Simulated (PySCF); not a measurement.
Si(F)2(NCO)(OH) (CHF2NO2Si), SMILES O=C=N[Si](O)(F)F. Geometry optimised at PBE-D3(BJ)/def2-SVP. This is a generated structure with no PubChem entry under its InChIKey; it may be hypothetical. Other conformers were not sampled.

Computed equilibrium geometry at PBE-D3(BJ)/def2-SVP (PySCF confirms it by a frequency run) as a Z-matrix, and its point group (one conformer of several):
point group Cs.
```
Si
F 1 1.6186
F 1 1.6186 2 105.63
O 1 1.6422 2 111.64 3 -121.52
H 4 0.9730 1 116.69 2 58.99
N 1 1.6916 2 109.84 3 118.39
C 6 1.2101 4 143.72 5 -180.00
O 7 1.1774 4 154.92 5 -180.00
```
Charge 0, spin multiplicity 1.
